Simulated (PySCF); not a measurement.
Below is a simulated gas-phase C 1s photoelectron spectrum of `CC(=O)N[SiH2][NH][GeH3]`.

Every computed line was given a Gaussian of 0.4 eV full width at half maximum and an area set by the number of equivalent atoms; the highest printed point is 100. Method used: delta-SCF UKS SCAN, pcX-2 on the ionised atom, pcseg-1 elsewhere, spin-free X2C (PySCF 2.14.0).

(binding energy (eV), intensity): (290.6, 1), (290.7, 3), (290.8, 13), (290.9, 36), (291.0, 71), (291.1, 99), (291.2, 98), (291.3, 68), (291.4, 34), (291.5, 12), (291.6, 3), (291.7, 1), (291.8, 0), (291.9, 0), (292.0, 0), (292.1, 0), (292.2, 0), (292.3, 0), (292.4, 0), (292.5, 0), (292.6, 0), (292.7, 0), (292.8, 0), (292.9, 0), (293.0, 0), (293.1, 0), (293.2, 3), (293.3, 11), (293.4, 32), (293.5, 66), (293.6, 97), (293.7, 100), (293.8, 73), (293.9, 38), (294.0, 14), (294.1, 4), (294.2, 1)

Task: Count the maxima, the lines and the sites behind this envelope.

Result: The curve has 2 maxima (at 291.1 and 293.7 eV). Under it lie 2 lines from 2 inequivalent carbon sites.

Task: Decompose the envelope and assign each component. Numbering: `[CH3:1][C:2](=[O:3])[NH:4][SiH2:5][NH:6][GeH3:7]`.

Result: 
```
position (eV)  relative area  line  atoms                       environment
       291.15              1  C 1s     C1  methyl carbon next to a carbonyl
       293.66              1  C 1s     C2             amide carbonyl carbon
```

Task: What are the centre and the root-mean-square width of the whole band?

Result: The area-weighted mean of the lines is 292.40 eV. Their own spread about it is 1.26 eV (rms) and each Gaussian has σ = 0.4/2.355 = 0.17 eV; the variances add, which gives 1.27 eV.

Task: Above which line width would these two lines show one maximum?

Result: Two equal Gaussians merge once their distance is under 2σ = FWHM/1.177. With 2.51 eV between them that is a full width over 2.96 eV.

The listed C 1s values span 2.51 eV, from C1 (bonded to C and 3 H) to C2 (bonded to O (double bond), N and C).

Shake-up satellites, vibrational structure and lifetime widths aren't simulated. Isolated species at its PBE0-D3(BJ)/def2-SVP geometry (one conformer only).

The values belong to the conformer `[CH3:1][C:2](=[O:3])[NH:4][SiH2:5][NH:6][GeH3:7]`: C1–C2–N4–Si5 178°, C2–N4–Si5–N6 62°, N4–Si5–N6–Ge7 -75°.
